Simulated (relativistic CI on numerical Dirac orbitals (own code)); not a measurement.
## d1 to d9 in one tetrahedral field

Computed with a parametric ligand-field model without spin-orbit coupling, by exact diagonalisation: B = 560, C = 2530, 10Dq = -3100 cm⁻¹ (Td; |10Dq|/B = 5.5) for every shell. Energies in cm⁻¹; the field energy is (0.6 n_e − 0.4 n_t2) × 10Dq of the ground term; g labels are left out.

| Shell | Ground term | Electrons in e | Field energy | First spin-allowed bands | Lowest term of other spin |
| --- | --- | --- | --- | --- | --- |
| d1 | 2E | 1.000 | -1860 | 2T2 3100 |  |
| d2 | 3A2 | 2.000 | -3720 | 3T2 3100, 3T1 5353 | 1E 9023 |
| d3 | 4T1 | 1.886 | -2125 | 4T2 2628, 4A2 5728 | 2E 8433 |
| d4 | ? | ? | ? | ? | ? |
| d5 | 6A1 | 2.000 | 0 | none | 4T1 16584 |
| d6 | 5E | 3.000 | -1860 | 5T2 3100 | 3T1 10843 |
| d7 | 4A2 | 4.000 | -3720 | 4T2 3100, 4T1 5353 | 2E 11090 |
| d8 | 3T1 | 3.886 | -2125 | 3T2 2628, 3A2 5728 | 1T2 8579 |
| d9 | 2T2 | 4.000 | -1240 | 2E 3100 |  |

(1) Fill in the row of d4.

Results:

(1) Ground term: 5T2; Electrons in e: 2.000; Field energy: -1240; First spin-allowed bands: 5E 3100; Lowest term of other spin: 3T1 10542. Every shell keeps the spin of the free ion. Tetrahedral fields of 3d complexes are almost always too weak to pair spins. High-spin d^(n+5) repeats the spin-allowed bands of d^n, since the half-filled shell is spherical.
